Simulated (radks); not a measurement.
The table gives one normalised radial function P(r) = r R(r) of He+ in 1s1 (r in bohr). Calculated with a radial shooting solver on a logarithmic mesh with Libxc functionals: scalar-relativistic Kohn-Sham, SOGGA, spin-polarised, spherical densities, finite nucleus; open shells are filled with parallel spins first; Gaussian nuclear charge, rms radius 1.6755 fm.

r         P
0.03677  0.1927
0.0428   0.2216
0.04983  0.2543
0.05801  0.2912
0.06753  0.3326
0.07862  0.3786
0.09153  0.4294
0.1066   0.4850
0.124    0.5449
0.1444   0.6088
0.1681   0.6756
0.1957   0.7438
0.2278   0.8114
0.2652   0.8759
0.3088   0.9340
0.3595   0.9819
0.4185   1.0153
0.4872   1.0300
0.5672   1.0220
0.6603   0.9885
0.7686   0.9281
0.8948   0.8421
1.042    0.7345
1.213    0.6122
1.412    0.4846
1.644    0.3618
1.913    0.2523
2.228    0.1624
2.593    0.0950
3.019    0.0498

Which n and l does it have? It may be an empty orbital.

Answer. n = 1, l = 0: the number of nodes gives n - l - 1 = 0, the rise at small r (about r^(l+1)) gives l, and the extent must fit the shell. The curve is that of 1s up; the table hardly tells the two spins apart. 1s up: eigenvalue -41.427 eV, 0 radial nodes, <r> = 0.765 bohr, 90 % of the charge inside 1.37 bohr.
